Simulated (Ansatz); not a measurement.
CH$_{4}$N$_{2}$S, triplet, geometry from GFN2-xTB (a higher spin typed on purpose: for a closed-shell molecule this is an excited state); Ansatz (an electronic-structure program) with CAM-B3LYP/6-31G**.

Input for Ansatz:
Ansatz 0.2 input:
```yaml
crystal:
  periodic: [false, false, false]
  atoms:
    - {symbol: N, position_ang: [0.93033464, -1.20982053, -0.35458582]}
    - {symbol: C, position_ang: [0.05236600, -0.37818822, 0.34583394]}
    - {symbol: N, position_ang: [-1.23947317, -0.86953569, 0.47788102]}
    - {symbol: S, position_ang: [0.17134590, 1.34939984, -0.18509651]}
    - {symbol: H, position_ang: [0.71594256, -2.19349212, -0.28478212]}
    - {symbol: H, position_ang: [1.90507197, -0.99730319, -0.20334094]}
    - {symbol: H, position_ang: [-1.61900652, -1.39408366, -0.30843586]}
    - {symbol: H, position_ang: [-1.89376878, -0.18089557, 0.82003297]}
basis:
  gaussian:
    orbitals: 6-31G__.json
    final_grid: {core_spheres: 4, valence_spheres: 8, degree: 17}
hamiltonian:
  xc: cam_b3lyp
magnetization: {spin_polarized: true, initial_magnetization: 2}
```
The basis file holds 6-31G** in the JSON format of the Basis Set Exchange.

What the program printed (banner, timings and long lists left out):

```
Functional definition: CAM-B3LYP
801 factors; integrals over basis functions are off by at most 1.4e-3 eV
245 factors; integrals over basis functions are off by at most 9.8e-6 eV
mean field evaluation 1: about -14907.9394 eV, gradient 3.4e1 eV
mean field evaluation 2: about -14906.5174 eV, gradient 3.8e1 eV
mean field evaluation 4: about -14912.4956 eV, gradient 1.4e0 eV
mean field evaluation 8: about -14912.6450 eV, gradient 1.7e-1 eV
mean field evaluation 16: about -14912.6462 eV, gradient 2.6e-2 eV
mean field evaluation 32: about -14912.5757 eV, gradient 2.8e0 eV
mean field -14912.64962416 eV, -548.0297655308 hartree, gradient 3.8e-6 eV, S^2 2.005476; 2 other end points of the search recorded, 0 dependent functions left out
reference -14912.64971425 eV, -548.0297688416 hartree; 21, 19 occupied and 63, 65 virtual orbitals, 801 factors
Total energy: -14912.64971425 eV, -548.0297688416 hartree
```
